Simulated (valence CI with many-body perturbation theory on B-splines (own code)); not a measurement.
**Sb30+: M1 decay**

Level of theory: configuration interaction combined with many-body perturbation theory (CI+MBPT): three valence electrons over a frozen Dirac-Fock core [Ar], a basis of 9 s, 9 p, 10 d, 8 f, 5 g, 3 h, 1 i functions for each j, with the one-electron correlation potential Σ1, the two-electron term Σ2, the three-electron term Σ3, Breit, model QED; selected CI, second order for the rest (own B-spline code, finite nucleus).

No measured spectrum was set against this ion. As an estimate, large intervals hold to a few tenths of a per cent, small ones and those within an open d or f shell to about a per cent. Only levels of the ground parity were solved; by the run's estimate the other parity begins above the list, which can be wrong where configurations are misplaced.

Lines 51 to 69 of 69 in falling wavelength, among levels below 444940 cm⁻¹, chosen from the decays that carry over 1 % of a level's rate. Wavelengths and rates use the calculated energies. S is in atomic units (e²a₀⁴ for E2 and M2, e²a₀⁶ for E3), for M1 in squared Bohr magnetons. Weak lines are less certain than strong ones. Lines between different terms over intervals too small for the method are left out, as are lines whose strength nearly cancels. The highest levels of a list are the least certain.

Levels are named by their leading jj configuration (3d3/2^4 stands for four electrons in 3d with j = 3/2), which in mixed levels can hold well under half, so a name can repeat and another be missing. Letters in brackets count levels of one name in rising energy.

| λ vac (nm) | Upper | Lower | Type | A (s⁻¹) | S (a.u.) |
| --- | --- | --- | --- | --- | --- |
| 51.39 | (3d3/2 3d5/2^2) J=5/2 [b] | (3d3/2^2 3d5/2) J=5/2 | M1 | 2.23e+03 | 6.72e-02 |
| 51.28 | (3d5/2^3) J=9/2 | (3d3/2^2 3d5/2) J=7/2 | M1 | 1.65e+03 | 8.27e-02 |
| 50.77 | (3d3/2 3d5/2^2) J=3/2 [b] | (3d3/2 3d5/2^2) J=3/2 [a] | M1 | 6.40e+03 | 1.24e-01 |
| 47.72 | (3d5/2^3) J=3/2 | (3d3/2^2 3d5/2) J=3/2 | M1 | 2.09e+03 | 3.37e-02 |
| 46.92 | (3d5/2^3) J=5/2 | (3d3/2 3d5/2^2) J=3/2 [a] | M1 | 1.92e+04 | 4.42e-01 |
| 46.57 | (3d3/2 3d5/2^2) J=3/2 [a] | (3d3/2^3) J=3/2 | M1 | 2.71e+03 | 4.06e-02 |
| 44.59 | (3d3/2 3d5/2^2) J=3/2 [b] | (3d3/2 3d5/2^2) J=5/2 [a] | M1 | 8.94e+02 | 1.18e-02 |
| 44.14 | (3d3/2 3d5/2^2) J=1/2 | (3d3/2^3) J=3/2 | M1 | 4.92e+02 | 3.14e-03 |
| 43.92 | (3d3/2 3d5/2^2) J=7/2 [b] | (3d3/2^2 3d5/2) J=5/2 | M1 | 1.61e+03 | 4.05e-02 |
| 41.59 | (3d5/2^3) J=5/2 | (3d3/2 3d5/2^2) J=5/2 [a] | M1 | 1.09e+04 | 1.75e-01 |
| 40.11 | (3d5/2^3) J=5/2 | (3d3/2 3d5/2^2) J=7/2 [a] | M1 | 7.54e+03 | 1.08e-01 |
| 39.52 | (3d5/2^3) J=3/2 | (3d3/2^2 3d5/2) J=5/2 | M1 | 6.08e+03 | 5.56e-02 |
| 38.97 | (3d3/2 3d5/2^2) J=5/2 [b] | (3d3/2^3) J=3/2 | M1 | 3.36e+02 | 4.42e-03 |
| 35.87 | (3d3/2 3d5/2^2) J=5/2 [c] | (3d3/2^3) J=3/2 | M1 | 2.28e+03 | 2.34e-02 |
| 34.77 | (3d3/2 3d5/2^2) J=3/2 [b] | (3d3/2^2 3d5/2) J=1/2 | M1 | 1.24e+03 | 7.71e-03 |
| 32.66 | (3d3/2 3d5/2^2) J=3/2 [b] | (3d3/2^2 3d5/2) J=3/2 | M1 | 3.20e+03 | 1.65e-02 |
| 31.74 | (3d5/2^3) J=3/2 | (3d3/2^3) J=3/2 | M1 | 5.66e+02 | 2.68e-03 |
| 30.34 | (3d5/2^3) J=5/2 | (3d3/2^2 3d5/2) J=7/2 | M1 | 2.22e+03 | 1.38e-02 |
| 28.60 | (3d3/2 3d5/2^2) J=3/2 [b] | (3d3/2^2 3d5/2) J=5/2 | M1 | 3.24e+03 | 1.12e-02 |
